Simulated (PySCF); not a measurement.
Cl₃Y (SMILES [Cl][Y]([Cl])[Cl]), singlet, at a GFN2-xTB geometry (such geometries of metal compounds can be far from the true shape) (all electrons, no relativity). Base run: M062X/3-21G in PySCF.

Here is a job for PySCF.
```python
from pyscf import gto, scf, dft

mol = gto.M(
    atom='''
Y     0.232733    0.605988    0.376407
Cl    1.713069   -0.829119   -0.868297
Cl   -0.876407   -1.257959    1.423178
Cl   -1.370579    0.696870   -1.418403
''',
    basis='3-21g',
    charge=0,
    spin=0,
    verbose=5,
)

mf = dft.RKS(mol)
mf.xc = 'm062x'
mf.kernel()
mf.analyze()
```

The base run was repeated with changes; each row names its change, and settings that it needs were set with it.

| change | ΔE vs base (µEh) | grid points | electrons on the grid |
|---|---|---|---|
| base | 0.0 | 78520 | 90.00001 |
| grids.atom_grid = (99, 590) | 38.1 | 118288 | 90.00000 |
| grids.prune = off | 0.6 | 145392 | 90.00001 |
| grids.level = 7 | 160 | 346864 | 90.00000 |
| grids.level = 1 | -8188 | 26952 | 90.00031 |
| grids.radi_method = mura_knowles | 201 | 70840 | 90.00001 |
| grids.radi_method = gauss_chebyshev | -693 | 75576 | 90.00001 |
| grids.atom_grid = (75, 302) | 2334 | 54240 | 90.00000 |
| grids.radi_method = delley | -61.6 | 77448 | 90.00002 |
| small_rho_cutoff = 0 | 0.0 | 78520 | 90.00001 |
| grids.atom_grid = (150, 974) | 159 | 292600 | 90.00000 |
